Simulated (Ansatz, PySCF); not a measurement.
TaOCl₃, SMILES [O]=[Ta]([Cl])([Cl])[Cl], multiplicity 1.

Geometry optimised at B3LYP-D3(BJ)/def2-SVP. The spin state was assumed, not searched. The isomer is the one that the SMILES or the coordinates give; other isomers of the formula were not compared. The def2 effective core potentials stand for the cores of Ta; spin–orbit coupling is left out.

Vertical ionisation energy (IE) and electron affinity (EA) in eV. Rows of orbital energies are one-electron estimates. Where ΔSCF, EOM or ADC give a negative EA the extra electron is unbound and the value depends on the basis.

| level | IE | EA |
|---|---|---|
| −ε(HOMO), −ε(LUMO), PBE0/def2-TZVP (PySCF) | [?] | [?] |
| ΔSCF, PBE0/def2-TZVPD (Ansatz), final states of multiplicity 2 and 2 | 11.62 | 1.23 |

### Question
What belongs in the gaps? (An estimate is asked for; the answer gives what the named calculation found.)

### Answer

- −ε(HOMO), −ε(LUMO), PBE0/def2-TZVP (PySCF), IE: 9.78
- −ε(HOMO), −ε(LUMO), PBE0/def2-TZVP (PySCF), EA: 2.94

### Question
What vertical singlet–triplet gap does ΔSCF give with PBE0/def2-TZVPD (Ansatz, a program for electronic structure)? (An estimate is asked for; the answer gives what the named calculation found.)

### Answer
4.88 eV (triplet above singlet where positive).
